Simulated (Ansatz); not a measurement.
System: C₄H₅OSi, charge -1, multiplicity 1. It need not be the lowest isomer of its formula. Whether it binds its extra electron was not tested at this geometry. SMILES: [SiH3]c1[c-]occ1
Geometry from a B3LYP-D3(BJ)/def2-TZVP (Ansatz, a quantum-chemistry and plane-wave program) optimisation:
```xyz
11

Si    -1.9927     0.3502     0.0344
C     -0.2047     0.0261    -0.0001
C      0.3155    -1.2053    -0.4241
O      1.7204    -1.0410    -0.2987
C      2.0150     0.2073     0.1696
C      0.8784     0.9106     0.3726
H     -2.5377     0.7148     1.3877
H     -2.4352     1.5144    -0.8084
H     -2.7953    -0.8136    -0.4268
H      3.0583     0.4516     0.3073
H      0.8195     1.9261     0.7396
```
Charge -1, spin multiplicity 1.

Parts of the frozen-core correlation energy in 6-31G (Ansatz, hartree). Frozen orbitals: 10; correlated occupied orbitals by spin: 16 and 16; virtual: 42 and 42. Spin-orbit coupling is left out. No relativistic terms.

```tsv
term	value
reference (HF)	-517.91520
MP2 opposite-spin	(withheld)
MP2 same-spin	(withheld)
CCSD correlation	-0.56529
(T)	(withheld)
T1 diagnostic	0.017
largest doubles amplitude	0.069
```

### Question
Complete the blanks.

### Answer

- MP2 opposite-spin, value: -0.39581
- MP2 same-spin, value: -0.13037
- (T), value: -0.02118
